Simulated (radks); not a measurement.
Question: Coherent X-ray form factor from a spherical all-electron density. All-electron calculation, non-relativistic Kohn-Sham, PBE, spin-unpolarised, spherical densities, point nucleus. Program: a radial shooting solver on a logarithmic mesh with Libxc functionals.

sin(theta)/lambda (1/angstrom)  f0 (electrons)
0.05                                    14.626
0.1                                     13.641
0.15                                    12.357
0.2                                     11.074
0.25                                     9.969
0.3                                      9.089
0.4                                      7.862
0.5                                      6.994
0.6                                      6.222
0.8                                      4.762
1                                        3.551
1.25                                     2.524
1.5                                      1.930
2                                        1.407

The species is in the configuration that NIST lists as its ground one. Which atom or ion scatters so?

Answer: The sulfur ion S+, [Ne] 3s2 3p3. Extrapolating in s^2 from the first two rows gives f0(0) = 15.0, near the electron count 15; among species with that count, the fall with angle is slower the higher Z, and the table is that of Z = 16; from so few rows the species is fixed only to a neighbour or two.
